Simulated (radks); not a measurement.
Numerical settings for the copper ion Cu+, [Ar] 3d10. Calculated with a radial shooting solver on a logarithmic mesh with Libxc functionals: scalar-relativistic Kohn-Sham, PBEsol, spin-polarised, spherical densities, point nucleus. The defaults (mesh step 0.008 in ln r, mesh end at 40 bohr or more with all orbitals vanishing there, Anderson mixing 0.5 over 9 steps, residual threshold near 1e-9 with the energy settled to 1e-9 hartree or 1e-11 of itself, here a cap of 61 iterations) give E = -1653.1926 hartree and 3d at -13.642 eV in 17 iterations. Times are rough (one thread of a shared host). Changes against that run (0 stands for a change within the tolerance of the run):

[
 {"setting": "mesh step in ln r 0.05", "iterations": "17", "converged": "yes", "E (mhartree)": "+0.00199", "e(3d) (meV)": "0", "CPU (s)": "0.03"},
 {"setting": "mesh step in ln r 0.03", "iterations": "17", "converged": "yes", "E (mhartree)": "+0.000148", "e(3d) (meV)": "0", "CPU (s)": "0.05"},
 {"setting": "mesh step in ln r 0.003", "iterations": "17", "converged": "yes", "E (mhartree)": "0", "e(3d) (meV)": "0", "CPU (s)": "0.4"},
 {"setting": "mesh end (bohr) 1", "iterations": "13", "converged": "level above zero", "E (mhartree)": "+6.3e+04", "e(3d) (meV)": "+2.34e+05", "CPU (s)": "0.09"},
 {"setting": "mesh end (bohr) 20", "iterations": "17", "converged": "yes", "E (mhartree)": "0", "e(3d) (meV)": "0", "CPU (s)": "0.16"},
 {"setting": "residual threshold 0.001", "iterations": "12", "converged": "yes", "E (mhartree)": "0", "e(3d) (meV)": "+0.425", "CPU (s)": "0.12"},
 {"setting": "residual threshold 1e-16", "iterations": "61", "converged": "no", "E (mhartree)": "0", "e(3d) (meV)": "0", "CPU (s)": "0.32"},
 {"setting": "mixing 1.5", "iterations": "20", "converged": "yes", "E (mhartree)": "0", "e(3d) (meV)": "0", "CPU (s)": "0.2"},
 {"setting": "linear mixing, mixing 0.8", "iterations": "61", "converged": "no", "E (mhartree)": "+1.87e+04", "e(3d) (meV)": "-1.64e+05", "CPU (s)": "1.1"},
 {"setting": "linear mixing, mixing 0.5", "iterations": "61", "converged": "no", "E (mhartree)": "+0.731", "e(3d) (meV)": "-225", "CPU (s)": "0.59"},
 {"setting": "mixing history 3", "iterations": "19", "converged": "yes", "E (mhartree)": "0", "e(3d) (meV)": "0", "CPU (s)": "0.18"},
 {"setting": "iteration cap 5", "iterations": "5", "converged": "no", "E (mhartree)": "+90.5", "e(3d) (meV)": "+2.62e+03", "CPU (s)": "0.06"}
]

Settled on a wrong energy, with an occupied level pushed above zero by the early mesh end: mesh end (bohr) 1 (+63 hartree). Apart from these: no run marked as converged misses the energy by more than 1 mhartree. A mesh that ends early acts as a hard wall.
